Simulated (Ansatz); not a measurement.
Ansatz (a program for electronic structure) job for FIn, SMILES [F][In] (connectivity only; charge and spin as stated), charge +1, multiplicity 2, PBE/def2-TZVPD. The structure is a stationary point at B3LYP-D3(BJ)/def2-TZVP. The multiplicity is an assumed one; other spin states were not compared. The def2 effective core potentials stand for the cores of In; spin–orbit coupling is left out.

Ansatz 0.2 input:
```yaml
crystal:
  periodic: [false, false, false]
  atoms:
    - {symbol: In, position_ang: [0.00000000, 0.00000000, -0.30049634]}
    - {symbol: F, position_ang: [0.00000000, 0.00000000, 1.63603565]}
basis:
  gaussian:
    orbitals: def2-TZVPD
hamiltonian:
  xc: {name: PBE}
total_charge: 1
magnetization: {spin_polarized: true, initial_magnetization: 1}
```

Log of the run:

```
WARN ansatz: RAYON_NUM_THREADS=1 ignored (pool sized by the plan → 1); use --threads N
Functional definition: PBE
integrals: 0.02 GiB planned
628 factors; their error is unknown
mean field: 0.25 GiB planned
mean field evaluation 1: about -7856.2028 eV, gradient 9.1e1 eV
mean field evaluation 2: about -7527.2826 eV, gradient 1.9e2 eV
mean field evaluation 4: about -7880.5491 eV, gradient 1.8e1 eV
mean field evaluation 8: about -7881.3600 eV, gradient 1.4e-1 eV
mean field evaluation 16: about -7881.3574 eV, gradient 5.7e-6 eV
mean field -7881.35743151 eV, -289.6345434321 hartree, gradient 5.7e-6 eV, S^2 0.752438; 3 other end points of the search recorded, 0 dependent functions left out
reference -7881.35746915 eV, -289.6345448154 hartree; 15, 14 occupied and 81, 82 virtual orbitals, 628 factors
Total energy: -7881.35746915 eV, -289.6345448154 hartree
```

The run converged.
